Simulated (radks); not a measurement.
Question: These are the eigenvalues of the occupied orbitals of an atom or ion with whole-number occupations (eV). Method: non-relativistic Kohn-Sham, PBE, spin-polarised, spherical densities, point nucleus; computed with a radial shooting solver on a logarithmic mesh with Libxc functionals.

orbital  eigenvalue
1s        -1277.718
2s         -99.6435
2p         -66.7177

Which element is it, and in what charge state? The configuration may be excited. Open shells, if any, are filled with parallel spins first.

Answer: Z = 12, magnesium, charge +2: Mg2+ in [Ne]. The list shows which subshells hold electrons but not how many an open one holds; the 1s level, -46.955 hartree, gives Z - s = 9.7 by -(Z - s)^2/2, which with screening narrows Z to a few neighbours, and the depths of the outer levels then fix element, charge and occupations together.
